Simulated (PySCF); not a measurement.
Structure with atom numbers: `[CH3:1][N:2]([CH3:3])[Ga:4]([N:5]([CH3:6])[CH3:7])[N:8]([CH3:9])[CH3:10]`; H(Xn) means a hydrogen on atom n.

Geometry: PBE0-D3(BJ)/def2-SVP; GIAO absolute shieldings from PySCF 2.14.0 with density-fitted response routines, gas phase, non-relativistic, averaged over equivalent atoms.

At PBE0/pcSseg-1 (284 basis functions, 80 s wall time on 1 thread of an Arm Neoverse V2, shared host):
```json
{"atoms": "C1/C3/C6/C7/C9/C10", "σ (ppm)": "141.3"}
{"atoms": "N2/N5/N8", "σ (ppm)": "231.9"}
{"atoms": "Ga4", "σ (ppm)": "1395.3"}
{"atoms": "H(C1)/H(C3)/H(C6)/H(C7)/H(C9)/H(C10)", "σ (ppm)": "28.61"}
```

Q: Predict the values at mPW1PW91/pcSseg-1 on the same geometry.

A: 
| atoms | σ at mPW1PW91/pcSseg-1 | change |
| --- | --- | --- |
| C1/C3/C6/C7/C9/C10 | 140.5 | -0.8 |
| N2/N5/N8 | 231.2 | -0.7 |
| Ga4 | 1391.7 | -3.6 |
| H(C1)/H(C3)/H(C6)/H(C7)/H(C9)/H(C10) | 28.67 | +0.06 |

The largest change is at Ga4 (Ga bonded to 3 N). Cost: 284 basis functions, 79 s wall time on 1 thread of an Arm Neoverse V2, shared host.

Relativistic effects, spin–orbit coupling among them, are left out; they matter for Ga and for the light atoms bonded to it.
